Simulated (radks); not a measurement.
Values are calculated unless marked as measured or tabulated.
Spherical quantum dot in the effective-mass picture: electrons in a well V = -V0 / (1 + exp((r - R)/a)) with V0 = 22.6, R = 2.85, a = 0.086, with a point charge +2 (a donor) at the centre, all in effective atomic units (hartree* = m*/eps^2 hartree, bohr* = eps/m* bohr), one dielectric constant everywhere. Level of theory: non-relativistic Kohn-Sham, LDA (Slater exchange, Perdew-Wang correlation), spin-polarised, spherical densities (a radial shooting solver with Libxc functionals). Levels are named by radial order and angular momentum (1s, 1p, 1d, 2s, ...), and open shells are averaged over m. Each electron was tried in the lowest free levels, single moves between levels near the top were tried too, and the lowest total energy was kept; such a search can miss a lower state. At N = 1 the Hartree and exchange-correlation terms need not cancel, so that row can carry a self-interaction error.

| N | open shells | 2S | E (hartree*) | mu = E(N) - E(N-1) (hartree*) | addition energy mu(N+1) - mu(N) (hartree*) |
|---|---|---|---|---|---|
| 1 | 1s(up 1, down 0) | 1 | -24.5359 | -24.536 | 1.087 |
| 2 | none | 0 | -47.9849 | -23.449 | 1.893 |
| 3 | 1p(up 1, down 0) | 1 | -69.5411 | -21.556 | 0.4463 |
| 4 | 1p(up 2, down 0) | 2 | -90.6509 | -21.110 | 0.4633 |
| 5 | 1p(up 3, down 0) | 3 | -111.297 | -20.646 | 0.5998 |
| 6 | 1p(up 3, down 1) | 2 | -131.344 | -20.047 | 0.4332 |
| 7 | 1p(up 3, down 2) | 1 | -150.958 | -19.614 | 0.4446 |
| 8 | none | 0 | -170.127 | -19.169 | 0.8036 |
| 9 | 2s(up 1, down 0) | 1 | -188.492 | -18.365 | 0.5921 |
| 10 | none | 0 | -206.265 | -17.773 | 0.6595 |
| 11 | 1d(up 1, down 0) | 1 | -223.379 | -17.114 | 0.4214 |
| 12 | 1d(up 2, down 0) | 2 | -240.071 | -16.692 | 0.4227 |
| 13 | 1d(up 3, down 0) | 3 | -256.341 | -16.270 | 0.4233 |
| 14 | 1d(up 4, down 0) | 4 | -272.187 | -15.846 | 0.4235 |
| 15 | 1d(up 5, down 0) | 5 | -287.610 | -15.423 | 0.5331 |
| 16 | 1d(up 5, down 1) | 4 | -302.499 | -14.890 | 0.4133 |
| 17 | 1d(up 5, down 2) | 3 | -316.976 | -14.476 | 0.4148 |
| 18 | 1d(up 5, down 3) | 2 | -331.037 | -14.062 | 0.4156 |
| 19 | 1d(up 5, down 4) | 1 | -344.684 | -13.646 | 0.4160 |
| 20 | none | 0 | -357.914 | -13.230 | 1.187 |
| 21 | 1f(up 1, down 0) | 1 | -369.957 | -12.044 | 0.4059 |
| 22 | 1f(up 2, down 0) | 2 | -381.595 | -11.638 | 0.4062 |
| 23 | 1f(up 3, down 0) | 3 | -392.826 | -11.231 | 0.4064 |
| 24 | 1f(up 4, down 0) | 4 | -403.651 | -10.825 | - |

All shells are closed at N = 2, 8, 10, 20 (there: 1s2 1p6 1d10 2s2); the second difference of the energy has clear peaks (12 % above both neighbours; the first and last values, which can be the largest, are not judged, and half-filled shells can peak too) at N = 2, 5, 8, 15, 20.
